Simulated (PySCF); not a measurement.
## Bi⁷¹⁺: ionisation energy

Bi⁷¹⁺ [Ne] 3s2 (1S) → Bi⁷²⁺ [Ne] 3s1 (2S), as a difference of total energies. All numbers are calculated (PySCF 2.14, the spin-free X2C one-electron Hamiltonian (Gaussian nucleus), in an uncontracted even-tempered set (17 s from 23 bohr⁻², ratio 2.5; 12 p from 30 bohr⁻², ratio 2.5; 4 d from 110 bohr⁻², ratio 2.7; 4 f from 160 bohr⁻², ratio 2.7)). Correlated levels: outer shells: 1s2 frozen; virtual orbitals above 40 to 60 times the deepest correlated orbital energy dropped. The calculations carry no spin-orbit coupling.

```tsv
method	ionisation energy (eV)
UHF	9279.5
MP2 (outer shells)	9282.7
SCS-MP2 (outer shells)	9283.1
CCSD (outer shells)	9283.0
CCSD(T) (outer shells)	9283.0
```

**Question.** How much does correlation contribute at CCSD(T) (outer shells)?

**Answer.** 9283.0 − (9279.5) = 3.5 eV, measured against UHF.

Breit and QED terms and the two-electron picture change are absent.

For comparison: 9270 ± 60 eV (theoretical estimate listed by NIST; NIST Atomic Spectra Database, ionization energies).
